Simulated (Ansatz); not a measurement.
```tsv
atom	x (Å)	y (Å)	z (Å)
S	-0.0739	0.1373	-0.1087
H	-0.0046	0.0290	1.3694
```

Basis set: def2-SVP (spherical functions). Left uncorrelated: 5 orbitals. Charge 0, multiplicity 2.

Computed with Ansatz (development build ahead of 0.2.0); each method stands on the lowest determinant of its kind that the runs found.

(1) Give the atomization energy at this shape (free ground-state atoms in the same class of orbitals less the molecule, no zero-point energy) of doublet SH by UHF-MP2, UHF.

Results:

(1)

```tsv
method	atomization energy
UHF-MP2	300.1 kJ/mol
UHF	224.1 kJ/mol
```

Caution: the shape is not the minimum.
